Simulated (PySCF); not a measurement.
C4H3BO, SMILES C#CB(O)C#C. Atoms are numbered in the order given.

```xyz
9

B     -0.4248    -0.0094     0.0000
C      0.3814     1.3017     0.0000
C      1.0137     2.3564     0.0000
H      1.5782     3.2799     0.0000
C      0.2942    -1.3641     0.0000
C      0.9079    -2.4289     0.0000
H      1.4411    -3.3705     0.0000
O     -1.7929     0.0037     0.0000
H     -2.1356     0.9172     0.0000
```

Coordinates come from a PBE-D3(BJ)/def2-SVP optimisation. One conformer was computed; it need not be the lowest.

These are TDA-CAM-B3LYP/def2-SVPD in PySCF values and carry that method's errors.

Vertical excitations. Isolated molecule, no solvent. State labels are in the subgroup Cs.

Computed UV-visible absorptions:
| state | symmetry | energy (eV) | λ (nm) | f | main pairs |
|---|---|---|---|---|---|
| S1 | A" | 4.68 | 265 | 0.000 | HOMO→LUMO 92 % |
| S2 | A" | 5.11 | 243 | 0.000 | HOMO−2→LUMO 88 % |
| S3 | A' | 5.47 | 227 | 0.093 | HOMO−1→LUMO 68 %, HOMO→LUMO+1 11 % |
| S4 | A' | 5.90 | 210 | 0.028 | HOMO−3→LUMO 63 %, HOMO−2→LUMO+1 12 % |
| S5 | A" | 6.34 | 195 | 0.000 | HOMO−1→LUMO+1 43 %, HOMO−1→LUMO+2 29 %, HOMO−3→LUMO+6 12 % |
| S6 | A" | 6.61 | 188 | 0.000 | HOMO−3→LUMO+1 40 %, HOMO−1→LUMO+6 25 %, HOMO−3→LUMO+2 24 % |
| S7 | A" | 7.42 | 167 | 0.001 | HOMO−4→LUMO 92 % |
| S8 | A' | 7.55 | 164 | 0.113 | HOMO→LUMO+1 65 % |
| S9 | A' | 7.80 | 159 | 0.256 | HOMO−1→LUMO+5 30 %, HOMO−2→LUMO+1 23 %, HOMO−3→LUMO 15 %, HOMO→LUMO+2 14 % |
| S10 | A" | 7.84 | 158 | 0.007 | HOMO−1→LUMO+2 36 %, HOMO−1→LUMO+1 28 %, HOMO−3→LUMO+1 12 %, HOMO−3→LUMO+2 12 % |
| T1 | A' | 4.15 | 299 | 0 | HOMO−1→LUMO 81 % |
| T2 | A" | 4.34 | 286 | 0 | HOMO→LUMO 86 % |
| T3 | A' | 4.42 | 281 | 0 | HOMO−3→LUMO 75 %, HOMO−1→LUMO+5 15 % |
| T4 | A" | 4.73 | 262 | 0 | HOMO−2→LUMO 79 %, HOMO→LUMO+5 13 % |
Triplets are in the Tamm–Dancoff approximation.
